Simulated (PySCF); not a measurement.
Delta-SCF ions had no search for a lower state. Excitations are Tamm–Dancoff values on a coarser integration grid. The basis has no diffuse functions, so Rydberg states are missing or too high.

Z-matrix (Å, degrees):
```
N
C 1 1.4041
C 2 1.3936 1 119.44
H 3 1.0894 2 118.00 1 -180.00
C 3 1.4008 4 121.75 2 -180.00
C 5 1.3774 3 120.44 4 180.00
H 6 1.0885 5 123.16 3 -180.00
H 5 1.0926 6 119.87 7 0.00
C 1 1.4159 2 121.12 3 0.00
N 9 1.3299 1 122.22 2 180.00
C 10 1.3396 9 118.56 1 0.00
C 11 1.3760 10 123.88 9 0.00
H 12 1.0882 11 123.32 10 180.00
H 11 1.0960 10 116.07 9 179.99
C 1 1.4185 2 119.24 3 -180.00
N 15 1.3225 1 122.59 2 0.00
C 16 1.3480 15 118.52 1 0.00
C 17 1.3697 16 123.64 15 0.01
H 18 1.0894 17 122.22 16 179.99
H 17 1.0956 16 116.01 15 179.99
```
Charge 0, multiplicity 1.

What is the computed S1–T1 gap (TDA), LUMO, S1 oscillator strength, vertical ionisation energy (Delta-SCF), HOMO–LUMO gap, dipole moment, T1 excitation (TDA) and HOMO (PBE-D3(BJ)/def2-TZVP // B3LYP-D3(BJ)/def2-SVP (PySCF))?


| Item | Value |
|---|---|
| S1–T1 gap (TDA) | 0.25 eV |
| LUMO | -2.90 eV |
| S1 oscillator strength | 0.001 |
| vertical ionisation energy (Delta-SCF) | 6.81 eV |
| HOMO–LUMO gap | 1.64 eV |
| dipole moment | 2.29 D |
| T1 excitation (TDA) | 1.53 eV |
| HOMO | -4.54 eV |
